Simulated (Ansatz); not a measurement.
Two members of one family (E4), computed with Ansatz in the gas phase. The two geometries come from different levels. Binding counts from free atoms in the multiplicity of their measured ground term, without zero-point energy. A dash marks a value that wasn't run or was left out as unsound. The structures are stationary points that may keep the symmetry of their start. Remarks come from the PBE and PBE0 runs and from stability tests at other levels; not every state was tested. HOMO above LUMO (over both spins in singlets and doublets, within one spin in higher multiplets; at PBE or PBE0), or a gap under 0.15 eV within one spin, warns that the state may not be the lowest or that an electron is smeared out.

First: PPPP tetrahedron (singlet, charge 0, PBE0-D4/def2-TZVP geometry).

```xyz
4

P    -0.205   -0.530   -1.211
P     0.558    1.209   -0.131
P     0.816   -0.794    0.702
P    -1.169    0.115    0.640
```

```csv
level,HOMO (eV),LUMO (eV),gap (eV),vertical IE (eV),vertical triplet (eV),binding per atom (eV)
PBE-D4/def2-SVP,-6.74,-1.49,5.25,–,–,3.25
PBE-D4/def2-TZVP,-6.62,-1.54,5.08,9.53,4.62,3.42
r2SCAN-D4/def2-TZVP,-6.88,-1.40,5.48,9.64,4.67,3.20
B3LYP-D4/6-31G,-7.96,-1.13,6.84,–,–,1.70
PBE0-D4/def2-TZVP,-7.62,-0.71,6.91,9.63,4.69,3.24
```

Remarks: gap within one spin near zero at PBE or PBE0 (+1 doublet).

Second: PPPAs tetrahedron (singlet, charge 0, r2SCAN-D4/def2-SVP geometry).

```xyz
4

P     0.1785    0.9762    0.9422
P    -1.3422   -0.1230   -0.2370
P     0.4516   -1.1821    0.5201
As    0.7121    0.3289   -1.2253
```

Task: Estimate the same table for the second.

Result: 
```tsv
level	HOMO (eV)	LUMO (eV)	gap (eV)	vertical IE (eV)	vertical triplet (eV)	binding per atom (eV)
PBE-D4/def2-SVP	-6.49	-1.72	4.77	–	–	3.14
PBE-D4/def2-TZVP	-6.41	-1.75	4.66	9.25	4.16	3.28
r2SCAN-D4/def2-TZVP	-6.68	-1.65	5.03	9.37	4.16	3.05
B3LYP-D4/6-31G	-7.63	-1.52	6.11	–	–	1.88
PBE0-D4/def2-TZVP	-7.39	-0.98	6.40	9.35	4.16	3.08
```

Remarks: gap within one spin near zero at PBE or PBE0 (+1 doublet).
